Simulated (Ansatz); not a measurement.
Computed with Ansatz.

A structure relaxed at PBE0-D4/def2-TZVP, charge 0, multiplicity 1:

| atom | x (Å) | y (Å) | z (Å) |
| --- | --- | --- | --- |
| O1 | 1.9977 | 0.3746 | 0.9413 |
| Ge2 | 0.2981 | 0.9329 | 0.9901 |
| Si3 | -0.8176 | -0.1443 | -0.8259 |
| O4 | -0.1882 | -1.6575 | -0.8024 |
| F5 | -2.3991 | -0.1879 | -0.5781 |
| H6 | 2.0466 | -0.5723 | 0.7873 |
| H7 | -0.3390 | 0.5638 | 2.3467 |
| H8 | 0.3905 | 2.4593 | 0.8580 |
| H9 | -0.6480 | 0.4712 | -2.1681 |
| H10 | -0.3410 | -2.2399 | -1.5488 |

Q: Give its formula and SMILES.

A: FGeH5O2Si, `[OH][GeH2][SiH](O)F`.

Q: Summarise the bond lengths by kind.

A: 1 × Ge–O 1.790 Å; 2 × H–O 0.959 to 0.961 Å; 1 × Ge–Si 2.388 Å; 2 × Ge–H 1.535 to 1.544 Å; 1 × O–Si 1.639 Å; 1 × F–Si 1.601 Å; 1 × H–Si 1.486 Å.
